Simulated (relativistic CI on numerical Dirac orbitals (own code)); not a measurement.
# Rh⁶⁺: q coefficients and field-shift factors

Method of calculation: Dirac-Coulomb-Breit CI, KLI orbitals optimised for each configuration, derivatives by finite differences, unscaled Slater integrals, QED left out (own radial code, finite nucleus).

CI space (outside the closed core [Ar] 3d10 4s2): 4p6.4d3, 4p6.4d2.5s, 4p6.4d2.4f, 4p5.4d4, 4p6.4d2.5p, 4p6.4d.4f2, 4p6.4d2.5d, 4p6.4d.5s2. Levels of other configurations are missing.

With x = (α/α₀)² − 1 an excitation energy changes as ω = ω₀ + qx; K = 2q/ω₀ is the relative enhancement. Terms are leading LS components, so labels can repeat. The field-shift factor is F = δν/δ⟨r²⟩ for the transition from the lowest level.

Lowest level 4p6.4d3 4F_3/2.

```csv
Level,ω₀ (cm⁻¹),q (cm⁻¹),F (GHz/fm²)
4p6.4d3 4F_5/2,1819.7,2079,0.0233
4p6.4d3 4F_7/2,4013.4,4244,0.0487
4p6.4d3 4F_9/2,6388.7,6200,0.0731
4p6.4d3 4P_3/2,17133.8,759.9,0.0753
4p6.4d3 4P_1/2,17307.8,1811,0.0761
4p6.4d3 4P_5/2,20159.5,4872,0.104
4p6.4d3 2G_7/2,20475.0,3122,0.104
4p6.4d3 2G_9/2,21700.0,3253,0.104
4p6.4d3 2D_3/2,24575.1,3221,0.153
4p6.4d3 2P_1/2,25500.1,4336,0.21
4p6.4d3 2H_9/2,28313.7,6589,0.146
4p6.4d3 2H_11/2,28579.6,5268,0.131
4p6.4d3 2D_5/2,29662.6,5935,0.176
```

At this charge configurations can still be misplaced by up to about 7 % of their energy. Terms inside the open d or f shell come out 10 to 20 % too wide with unscaled integrals.

Question: Which transition from the lowest level has the largest |K|?

Answer: 4p6.4d3 4F_5/2 at 1819.7 cm⁻¹, K = 2.29.
